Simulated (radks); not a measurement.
Results of a calculation; reference values are marked as such.
Initial-state core-level shifts of neutral tellurium when its valence configuration changes from [Kr] 4d10 5s2 5p4. Code: a radial shooting solver on a logarithmic mesh with Libxc functionals. Model: Dirac Kohn-Sham, PBE, spin-unpolarised, spherical densities, point nucleus; open shells fill j = l - 1/2 first. Shifts are changes of the shell-averaged eigenvalues in eV (positive: less bound).

valence                1s       3p       3d       4p
4d10 5s1 5p5       -1.545   -1.521   -1.519   -1.493
4d9 5s2 5p5        -8.689   -8.815   -8.905   -7.080
4d9.5 5s1.5 5p5    -5.074   -5.129   -5.172   -4.274
4d8.5 5s2 5p5.5   -13.123  -13.301  -13.442  -10.609
4d10 5s1.5 5p4.5   -0.781   -0.769   -0.768   -0.755
4d8 5s2 5p6       -17.616  -17.840  -18.036  -14.132
4d9.5 5s2 5p4.5    -4.316   -4.381   -4.425   -3.544
